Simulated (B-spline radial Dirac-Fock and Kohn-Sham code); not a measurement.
## Kohn-Sham estimates against Dirac-Fock for the levels of Nb³³⁺

System: niobium as Nb³³⁺, configuration [He] 2s2 2p4.

The density-functional columns are spherical, spin-unpolarised Dirac-Kohn-Sham results without Breit or QED terms: −ε is minus the orbital energy of the initial state and ΔSCF the difference of two total energies. The reference in the last column comes from multi-electron Dirac-Fock with separately optimised hole states, Breit and Lamb-shift corrections added in first order. All numbers are from a radial B-spline solver, in eV; a selection of levels is shown. For the 1s level of heavy atoms much of the gap between ΔSCF and the reference is the Breit and QED part, -48.3 eV here; for other levels the error of the functional can be larger.

| level | LDA −ε | LDA ΔSCF | Dirac-Fock |
| --- | --- | --- | --- |
| 1s | 20948.0 | 21254.8 | 21202.9 |
| 2s | 4544.1 | 4619.6 | 4629.3 |
| 2p | 4313.8 | 4401.6 | 4397.1 |

Values without a named source are computed, but for edge energies of neutral atoms, which are taken from tables.
